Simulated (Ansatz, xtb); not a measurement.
Relative energy of two isomers of C7H10O

Structure I: `C=C(O)[C@@H]1C/C1=C/C`, a singlet. Structure II: `C/C=C1\C[C@@H]1C(C)=O`, a singlet. Both are isolated molecules in the gas phase, relaxed with B3LYP/def2-SVP; the shapes shown needn't be the lowest conformers.

I (Å):

```xyz
18

C    -1.2362    0.8187   -3.7258
C    -1.2795    0.9111   -2.3884
C    -1.5473   -0.2537   -1.4905
C    -2.5675   -0.1187   -0.3305
C    -1.1305   -0.2089   -0.0729
C    -0.1237   -0.1775    0.7971
C     1.3312   -0.2807    0.4392
O    -1.1114    2.1157   -1.7713
H    -1.4264   -0.1342   -4.2201
H    -1.0287    1.6991   -4.3362
H    -0.8681    1.9614   -0.8453
H    -1.5278   -1.2232   -2.0000
H    -3.2054   -0.9866   -0.1262
H    -3.0718    0.8481   -0.2128
H    -0.3673   -0.0846    1.8640
H     1.4789   -0.3552   -0.6483
H     1.7887   -1.1675    0.9119
H     1.8963    0.5930    0.8083
```

II (Å):

```tsv
atom	x (Å)	y (Å)	z (Å)
C	-2.6034	-2.2720	-0.9320
C	-1.7268	-1.1880	-1.4901
C	-0.8329	-0.4999	-0.7904
C	-0.1619	-0.2088	0.4668
C	0.1938	0.5724	-0.8157
C	-0.2643	2.0071	-0.9052
C	0.3909	2.8463	-1.9840
O	-1.1111	2.4568	-0.1633
H	-2.4415	-3.2275	-1.4612
H	-2.4143	-2.4347	0.1394
H	-3.6711	-2.0208	-1.0588
H	-1.8441	-0.9532	-2.5556
H	-0.7071	0.3751	1.2181
H	0.5886	-0.9056	0.8577
H	1.1451	0.3434	-1.3109
H	-0.0403	3.8557	-1.9872
H	1.4784	2.9068	-1.8080
H	0.2536	2.3748	-2.9716
```

Problem. Estimate E(II) − E(I) at the level CCSD(T)/def2-SVP + ΔMP2/def2-TZVPP.

Solution. Calculated at CCSD(T)/def2-SVP + ΔMP2/def2-TZVPP: E(II) − E(I) = −12.3 kcal/mol, so structure II lies lower.

The same difference at several levels:

| level | geometry | E(II) − E(I) (kcal/mol) | departure from the last row (kcal/mol) | job, with rough time for the two |
| --- | --- | --- | --- | --- |
| GFN2-xTB | GFN2-xTB | −12.2 | 0.0 | optimisation, 0.36 s |
| HF/STO-3G | GFN2-xTB | −22.0 | −9.7 | single point, 0.54 s |
| r2SCAN-D4/def2-SVP | GFN2-xTB | −15.0 | −2.7 | single point, 4.1 s |
| B3LYP/def2-SVP | B3LYP/def2-SVP | −15.3 | −3.0 | optimisation, 66 s |
| HF/def2-SVP | B3LYP/def2-SVP | −17.3 | −5.0 | part of the CCSD(T) run |
| MP2/def2-SVP | B3LYP/def2-SVP | −16.6 | −4.3 | part of the CCSD(T) run |
| CCSD(T)/def2-SVP | B3LYP/def2-SVP | −16.3 | −4.0 | single point |
| CCSD(T)/def2-SVP + ΔMP2/def2-TZVPP | B3LYP/def2-SVP | −12.3 |  | single point, 90 s |

As drawn, II has 1 C–C, 1 C=O, 1 C–H in place of 1 C=C, 1 C–O, 1 O–H.

None of the levels shown reverses the order. The largest departure from CCSD(T)/def2-SVP + ΔMP2/def2-TZVPP is that of HF/STO-3G, 9.7 kcal/mol. The last row adds to CCSD(T) the change of the MP2 difference between the two basis sets, here +4.0 kcal/mol, a large step that makes the value less sure.

With thermal terms from frequencies at re-optimised GFN2-xTB minima (ideal gas, soft modes damped towards free rotors, one conformer each, 298.15 K, 1 atm): the zero-point term adds +0.2 kcal/mol; ΔH is −11.9 and ΔG −12.5 kcal/mol.

The correlated steps freeze 8 core orbitals. Run with Ansatz 0.2.0, xtb 6.7.1; the last row on 2 threads of Intel(R) Xeon(R) 6975P-C (Granite Rapids) on a shared host.
